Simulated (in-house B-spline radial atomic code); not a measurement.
## Ionising Ni with different functionals

Computed with a B-spline radial code for spherical atoms: non-relativistic Hamiltonian, point nucleus, spin-polarised at highest spin, spherical fractional occupations for the functionals, and exact exchange of hybrids averaged over the configuration. The ionisation energy is the difference of two self-consistent energies, [Ar] 3d8 4s2 → [Ar] 3d9, without Breit or QED terms; ε is the level of the shell that loses the electron (its least bound occupied spin orbital). The two configurations differ by more than the removed electron.

| method | rung | ΔSCF (eV) | -ε(4s) (eV) |
| --- | --- | --- | --- |
| PBE0 | global hybrid | 6.58 | 6.04 |
| B3LYP | global hybrid | 6.85 | 6.02 |
| TPSSh | global hybrid | 6.27 | 5.60 |
| M06-2X | global hybrid | 7.07 | 6.39 |
| BHandHLYP | global hybrid | 6.94 | 6.69 |
| r2SCAN0 | global hybrid | 6.58 | 6.21 |
| B97-1 | global hybrid | 6.52 | 5.89 |
| HSE06 | range-separated hybrid | 6.69 | 5.72 |
| wB97X | range-separated hybrid | 6.52 | 8.24 |
| CAM-B3LYP | range-separated hybrid | 6.72 | 7.28 |
| LC-wPBE | range-separated hybrid | 5.90 | 8.27 |

**Question.** Among the functionals, which spreads more, the ΔSCF values or the orbital energies?

**Answer.** The orbital energies: ΔSCF values span about 1.16 eV and the orbital energies 2.68 eV.

**Question.** How do they compare with the NIST value?

**Answer.** NIST lists 7.640 eV (measured, ground level to ground level). Errors run from -1.74 to -0.57 eV; M06-2X is closest (-0.57 eV), but part of that can be cancellation, since the calculations leave out relativity, Breit-QED terms, multiplet and fine-structure energies.
